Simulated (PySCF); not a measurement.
**Electron correlation in Ba+ (barium, charge +1)**

[Xe] 6p1, 2P determinant (an excited configuration). All numbers are calculated (PySCF 2.14, scalar relativity through the core potential, in def2-QZVPPD with the def2 core potential (46 electrons)). Frozen: nothing; 9 electrons correlated.

```json
{"level": "CCSD", "correlation energy (mhartree)": "-173.69"}
{"level": "(T)", "correlation energy (mhartree)": "-4.76"}
{"level": "CCSD(T)", "correlation energy (mhartree)": "-178.45"}
```

Diagnostics: T1 = 0.011, D1 = 0.0457, largest double amplitude 0.028.

Spin-orbit coupling, absent here, splits the open shell strongly.

Cost of the coupled-cluster step: roughly 11 core-seconds, for 9 correlated electrons.

The basis has no tight functions for the innermost shells, so their pair energies are far from complete.

This basis was not built for core-valence correlation, so the inner-shell part is incomplete.
